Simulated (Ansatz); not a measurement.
A nudged elastic band was laid between two geometries of CH6BClOSi (11 atoms, charge 0, multiplicity 1).

The calculation used Ansatz 0.2.0, RKS PBE0-D4/6-31G.

```
movable images  : 5
climbing image  : yes
spring          : 0.5 eV/Å²
optimiser       : quadratic models (default)
start path      : IDPP
force threshold : 0.03 eV/Å
iteration limit : 45
end points      : relaxed
```

Image 0:

```xyz
11
Properties=species:S:1:pos:R:3
B -0.644 1.547 0.060
C -0.389 0.023 0.336
O -1.300 -0.649 1.047
Si 1.238 -0.877 -0.213
Cl -1.221 0.624 -1.733
H -1.611 2.035 0.559
H 0.316 2.212 -0.194
H -1.204 -1.623 1.054
H 2.101 -0.925 1.018
H 1.905 -0.137 -1.319
H 0.874 -2.287 -0.594
```

Image 6:

```xyz
11
Properties=species:S:1:pos:R:3
B -0.589 1.291 0.896
C -0.503 -0.053 0.088
O -1.647 -0.649 -0.264
Si 1.183 -0.922 -0.307
Cl -0.201 1.923 -1.066
H -1.675 1.672 1.206
H 0.371 1.585 1.546
H -1.566 -1.382 -0.908
H 2.310 0.047 -0.217
H 1.066 -1.552 -1.668
H 1.315 -2.018 0.715
```

Task: What changes between the two ends?

Result: No bond is made or broken. The dihedral O3–C2–Si4–H10 goes from 162 to 39°. The two ends are copies of one structure, up to a mirror image or an exchange of like atoms.

Task: What energy profile does the band end with?

Result: The run converged. The highest image is number 3 of 0 to 6, 0.076 eV above the ends, which have the same energy within 2 meV. Another band between the same ends (5 images) ends at a top of the same energy, where a vibrational analysis finds 1 clearly imaginary mode. Limits of this set-up: no polarisation functions.

| image | path coordinate (Å) | energy (eV) | dihedral O3–C2–Si4–H10 (°) |
| --- | --- | --- | --- |
| 0 | 0.00 | 0.000 | 162 |
| 1 | 0.74 | 0.017 | 142 |
| 2 | 1.49 | 0.054 | 121 |
| 3 | 2.23 | 0.076 | 100 |
| 4 | 2.97 | 0.056 | 79 |
| 5 | 3.70 | 0.017 | 59 |
| 6 | 4.43 | 0.000 | 39 |

Task: What is the geometry of the highest image?

Result: 
```xyz
11
Properties=species:S:1:pos:R:3
B -0.586 1.456 0.611
C -0.474 -0.049 0.179
O -1.582 -0.793 0.218
Si 1.217 -0.909 -0.279
Cl -0.606 1.601 -1.467
H -1.644 1.817 1.027
H 0.425 1.975 0.983
H -1.511 -1.689 -0.170
H 2.254 -0.393 0.665
H 1.602 -0.695 -1.705
H 0.969 -2.379 -0.041
```

The band took 6 iterations and roughly 2.2 core-minutes.

The run took 2.2 min on 1 thread of Arm Neoverse V2, with other jobs on the host, peak memory 0.15 GiB.
